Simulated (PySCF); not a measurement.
**CeC: from constants to spectrum**

PW91 constants of CeC, triplet, about 1.4 electrons in the 4f shell (Mulliken), real f orbitals that mix terms (basis Ce x2c-SVPall, C x2c-SVPall; spin-free X2C with a Gaussian nucleus; PySCF 2.14; masses 139.9054 and 12.0000 u):

```
ωe                         : 796.1 cm⁻¹
ωexe                       : 2.55 cm⁻¹
Be                         : 0.43207 cm⁻¹
αe                         : 0.00229 cm⁻¹
D (centrifugal)            : 5.09e-07 cm⁻¹
De to Ce (4f1 5d1 6s2) + C : 5.84 eV
```

Q: Give the vibrational terms G(v) and spacings up to v = 6.

A: G(v) = ωe(v+½) − ωexe(v+½)².

```
v  G(v) (cm⁻¹)  G(v) − G(v−1)  Bv (cm⁻¹)
0          397                    0.4309
1         1188            791     0.4286
2         1974            786     0.4263
3         2755            781     0.4241
4         3531            776     0.4218
5         4301            771     0.4195
6         5067            766     0.4172
```

Q: How well does the Morse estimate ωe²/(4ωexe) reproduce De, and what is D0?

A: It gives 7.70 eV, 132 % of the computed De. D0 = De − G(0) = 5.84 − 0.05 = 5.79 eV.

Spin–orbit coupling is left out, which matters for elements this heavy, above all for dissociation energies. Counting both spins, an empty level lies below a filled one in this solution, because spin and occupation are held. With d or f electrons several states lie close, and the lowest PBE0 determinant need not be the measured ground state.
